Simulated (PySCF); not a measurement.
**Working out the electron affinity of I**

I- [Xe] (1S) → I [Kr] 4d10 5s2 5p5 (2P). Computed with PySCF 2.14 in aug-cc-pVTZ-DK3, with scalar relativity by spin-free X2C-1e. Frozen: [Kr] 4d10. Energies in hartree (1 hartree = 27.21139 eV):

| part | I- (lower) | I (upper) |
| --- | --- | --- |
| UHF | -7112.465671 | -7112.380888 |
| MP2 opposite-spin | -0.112174 | -0.089692 |
| MP2 same-spin | -0.036359 | -0.025943 |

Q: What does Hartree-Fock give?

A: (-7112.380888) − (-7112.465671) = 0.084783 hartree = 2.307 eV.

Q: What do MP2 and SCS-MP2 (6/5 opposite-spin, 1/3 same-spin) give?

A: The opposite-spin parts differ by 0.612 eV and the same-spin parts by 0.283 eV. MP2: 2.307 + (0.612) + (0.283) = 3.202 eV. SCS-MP2: 2.307 + 1.2 × (0.612) + (0.283)/3 = 3.136 eV.

A first-order spin-orbit estimate adds -0.299 eV to MP2 (valence), giving 2.903 eV against 3.059 eV (measured; photodetachment measurements, as compiled on the Wikipedia data page of electron affinities).

What remains against the reference includes basis incompleteness, the frozen core and correlation beyond second order.
